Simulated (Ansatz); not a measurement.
`O[SiH2]/N=C/F` and `N=CN=CF` differ in one atom or group.

Ansatz, PBE0-D4/def2-TZVP geometries, multiplicity 1. Each molecule was computed in one conformer, which needn't be the lowest.

| property | `O[SiH2]/N=C/F` |
| --- | --- |
| HOMO–LUMO gap (PBE/def2-TZVPP) / eV | 5.00 |
| HOMO energy (B3LYP/def2-TZVPP) / eV | -8.05 |
| HOMO–LUMO gap (PBE0/def2-TZVPP) / eV | 7.53 |
| zero-point energy (PBE0-D4/def2-TZVP) / kJ/mol | 145.0 |
| size of the dipole moment (ωB97M-V/def2-TZVPP) / D | 0.72 |
| size of the dipole moment (PBE/def2-TZVPP) / D | 0.55 |

(1) What does the change do to each property? (Estimate.)

Results:

(1) Ansatz gave: 
```tsv
property	`N=CN=CF`	shift
HOMO–LUMO gap (PBE/def2-TZVPP) / eV	3.93	-1.07
HOMO energy (B3LYP/def2-TZVPP) / eV	-8.02	0.03
HOMO–LUMO gap (PBE0/def2-TZVPP) / eV	6.58	-0.95
zero-point energy (PBE0-D4/def2-TZVP) / kJ/mol	146.0	1.0
size of the dipole moment (ωB97M-V/def2-TZVPP) / D	2.77	2.05
size of the dipole moment (PBE/def2-TZVPP) / D	2.60	2.05
```

The zero-point energy changes by 1.0 kJ/mol with -3 modes. Dipoles are sizes alone; their direction can turn.

B3LYP here is the variant with VWN-RPA as its local correlation; programs differ in this.
